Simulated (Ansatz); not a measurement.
Relative stability

Two relaxed structures of CH₄FSn (charge +1), closed shell (PBE0-D4/def2-TZVP; forces vanish, vibrations not checked).

A:

```json
{"atom": "F1", "x (Å)": "-0.8662", "y (Å)": "-1.5765", "z (Å)": "1.1939"}
{"atom": "C2", "x (Å)": "-0.3761", "y (Å)": "-1.1554", "z (Å)": "0.1202"}
{"atom": "Sn3", "x (Å)": "0.3286", "y (Å)": "0.9887", "z (Å)": "-0.1228"}
{"atom": "H4", "x (Å)": "-0.3514", "y (Å)": "-1.9612", "z (Å)": "-0.6336"}
{"atom": "H5", "x (Å)": "-0.6666", "y (Å)": "1.4096", "z (Å)": "-1.4243"}
{"atom": "H6", "x (Å)": "-0.0055", "y (Å)": "1.6393", "z (Å)": "1.3936"}
{"atom": "H7", "x (Å)": "1.9371", "y (Å)": "0.6555", "z (Å)": "-0.5270"}
```

B:

```xyz
7
angstrom
F -1.5794 -1.2368 0.6010
C -0.2455 -1.2637 0.3909
Sn 0.3588 0.5916 -0.5343
H 0.0316 -2.0823 -0.2824
H -0.8014 1.7773 -0.8712
H 0.3010 -1.3636 1.3352
H 1.9727 0.9123 -0.9430
```

Ansatz 0.2.0; basis: def2-TZVPP; cores frozen in the correlated methods. Filled d shells of the heavier atoms are correlated. Core potentials replace the inner electrons of the atoms past krypton. The def2 sets are not built for correlating such inner shells, so the correlated values are less sure here. B3LYP uses VWN-RPA correlation.

(1) Which structure is lower at CCSD(T), and by how much? (An estimate is asked for; the value comes from the calculation.)

T1 diagnostic: at most 0.018.

## Answers

(1) Computed: B, by 34.96 kcal/mol (electronic energy, against the other). By their contacts, A is CH₄FSn ([F][CH][SnH3]), total charge +1 and B is CH₄FSn ([F][CH2][SnH2]), total charge +1.

All methods give the same order:

```csv
method,E(B) − E(A) (kcal/mol)
PBE-D4,-38.64
r2SCAN-D4,-37.33
PBE0-D4,-39.30
B3LYP-D4,-37.22
wB97M-V,-35.53
HF,-30.12
MP2,-39.17
CCSD,-35.01
CCSD(T),-34.96
```

Labels in which every atom is bracketed show which atoms are joined, not bond orders.

For scale, one of the runs: CCSD(T)/def2-TZVPP, 168 basis functions, launched by `ansatz run in.yaml --threads 2 --pin off --events-out ev --progress --plain --max-ram 4352MiB`. Hardware: 2 CPU threads of an Arm Neoverse N1, shared host. Wall time 96 s; peak host memory 1.6 GiB.
